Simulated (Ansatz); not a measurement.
Consider the ligand exchange at a Ga–Cl bond: `[F][Ga]([Cl])[O][SiH3]` + H–F → `[F][Ga]([F])[O][SiH3]` + HCl.

Isolated molecules relaxed with PBE0-D4/def2-TZVP in Ansatz; ΔE leaves out vibrations. CBS: MP2 limit from def2 TZ/QZ plus the TZ coupled-cluster correction, frozen cores. This one scheme is used for every species. DFT in def2-TZVPP. B3LYP here is the variant with VWN-RPA as its local correlation; programs differ in this. HSE06 is defined as in plane-wave codes. For Ga outer-core shells are correlated without core-valence functions, which leaves a few kJ/mol of doubt a bond. Scalar relativity is left out up to krypton. Each species was taken in one conformer, which may not be the lowest.

| level | ΔE (kJ/mol) | difference from CCSD(T)/CBS |
| --- | --- | --- |
| LDA (SPW92) | 38.5 | -3.0 |
| PBE-D4 | 37.9 | -3.6 |
| BLYP-D4 | 32.0 | -9.5 |
| r2SCAN-D4 | 35.7 | -5.8 |
| B97M-V | 33.6 | -7.9 |
| PBE0-D4 | 42.6 | 1.1 |
| B3LYP-D4 | 36.2 | -5.3 |
| r2SCANh-D4 | 37.8 | -3.7 |
| HSE06-D4 | 42.9 | 1.4 |
| BHLYP-D4 | 39.9 | -1.6 |
| CAM-B3LYP-D4 | 32.3 | -9.2 |
| ωB97X-V | 33.6 | -7.9 |
| B2PLYP | 32.5 | -9.0 |
| PBE-QIDH | 40.6 | -0.9 |
| PBE | 35.0 | -6.5 |
| revPBE | 33.6 | -7.9 |
| BLYP | 26.5 | -15.0 |
| r2SCAN | 34.9 | -6.6 |
| PBE0 | 40.0 | -1.5 |
| r2SCANh | 37.0 | -4.5 |
| HSE06 | 40.3 | -1.2 |
| BHLYP | 34.8 | -6.7 |
| CAM-B3LYP | 29.4 | -12.1 |
| LC-ωPBE | 32.1 | -9.4 |
| RPA@PBE/def2-TZVPP | 30.7 | -10.8 |
| HF/def2-SVP | 32.5 | -9.0 |
| MP2/def2-SVP | 26.4 | -15.1 |
| CCSD/def2-SVP | 25.7 | -15.8 |
| CCSD(T)/def2-SVP | 26.1 | -15.4 |
| HF/def2-TZVPP | 34.9 | -6.6 |
| MP2/def2-TZVPP | 37.3 | -4.2 |
| SCS-MP2/def2-TZVPP | 32.4 | -9.1 |
| CCSD/def2-TZVPP | 34.1 | -7.4 |
| CCSD(T)/def2-TZVPP | 34.8 | -6.7 |
| HF/def2-QZVPP | 32.3 | -9.2 |
| MP2/def2-QZVPP | 40.2 | -1.3 |
| SCS-MP2/def2-QZVPP | 34.9 | -6.6 |
| HF/CBS(def2) | 31.9 | -9.6 |
| MP2/CBS(def2) | 43.9 | 2.4 |
| CCSD/CBS(def2) | 40.8 | -0.7 |
| CCSD(T)/CBS | 41.5 | 0 |

Largest T1 diagnostic among the species: 0.014.

The D4 term adds +4.7 kJ/mol with B3LYP and +2.6 kJ/mol with PBE0; it sums over pairs of atoms, weighted by their polarisabilities, and B3LYP, whose exchange is more repulsive, gets the larger term. From r2SCAN to r2SCAN0 (25 % exact exchange), in def2-TZVPP and without D4, ΔE moves by +4.8 kJ/mol.

CCSD(T)/CBS has its own doubt, a few kJ/mol and more with outer-core shells, so smaller differences from it don't rank the levels.
